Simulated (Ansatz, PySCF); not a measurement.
CH8FNSi2, SMILES [SiH2]([SiH2]CN)F. Atoms are numbered in the order given.

```xyz
13

N     -2.7457     1.0418     1.0277
C     -1.5838     0.1600     0.8786
Si    -0.1102     0.9065    -0.0847
Si     1.6640    -0.6150    -0.3329
F      1.0377    -1.9791    -0.9933
H     -2.4839     1.9047     1.5056
H     -3.1033     1.3216     0.1139
H     -1.8970    -0.7711     0.3754
H     -1.2391    -0.1554     1.8788
H      0.3874     2.1252     0.6294
H     -0.5841     1.3417    -1.4353
H      2.2627    -0.9838     0.9837
H      2.7487    -0.1249    -1.2318
```

Geometry optimised at B3LYP-D3(BJ)/def2-SVP. This is a generated structure with no PubChem entry under its InChIKey; it may be hypothetical. Other conformers were not sampled.

Two levels are set side by side: PBE-D3(BJ)/def2-SVP (Ansatz, a first-principles code) and B3LYP-D3(BJ)/def2-SVP (Ansatz). Each level has its own optimised geometry; the coordinates shown are those of the second. Frequencies come from the Hessian of PySCF at each geometry. Differences are taken from unrounded values.

```tsv
quantity	B3LYP-D3(BJ)
mean bond length (Å)	1.466
bond N1–C2 (Å)	1.466
bond C2–Si3 (Å)	1.912
bond Si3–Si4 (Å)	2.350
bond Si4–F5 (Å)	1.640
bond N1–H6 (Å)	1.021
bond N1–H7 (Å)	1.020
bond C2–H8 (Å)	1.104
bond C2–H9 (Å)	1.104
bond Si3–H10 (Å)	1.498
bond Si3–H11 (Å)	1.496
bond Si4–H12 (Å)	1.493
bond Si4–H13 (Å)	1.492
highest harmonic wavenumber (cm⁻¹)	3564
mean harmonic wavenumber (cm⁻¹)	1219
zero-point energy (kcal/mol)	57.52
```

Q: What does PBE-D3(BJ) give, and how far is it from B3LYP-D3(BJ)? (Estimate from the structure and the level; the computed values follow.)

A: 
| quantity | PBE-D3(BJ) | PBE-D3(BJ) minus B3LYP-D3(BJ) |
|---|---|---|
| mean bond length (Å) | 1.476 | 0.009 |
| bond N1–C2 (Å) | 1.466 | 0.000 |
| bond C2–Si3 (Å) | 1.923 | 0.011 |
| bond Si3–Si4 (Å) | 2.354 | 0.004 |
| bond Si4–F5 (Å) | 1.651 | 0.011 |
| bond N1–H6 (Å) | 1.029 | 0.008 |
| bond N1–H7 (Å) | 1.029 | 0.008 |
| bond C2–H8 (Å) | 1.111 | 0.008 |
| bond C2–H9 (Å) | 1.112 | 0.008 |
| bond Si3–H10 (Å) | 1.511 | 0.014 |
| bond Si3–H11 (Å) | 1.510 | 0.014 |
| bond Si4–H12 (Å) | 1.507 | 0.014 |
| bond Si4–H13 (Å) | 1.506 | 0.014 |
| highest harmonic wavenumber (cm⁻¹) | 3485 | -80 |
| mean harmonic wavenumber (cm⁻¹) | 1184 | -35 |
| zero-point energy (kcal/mol) | 55.87 | -1.64 |

GGA bonds tend to be longer and softer than those of functionals with exact exchange. Differences between two approximate levels are no errors against the true value.
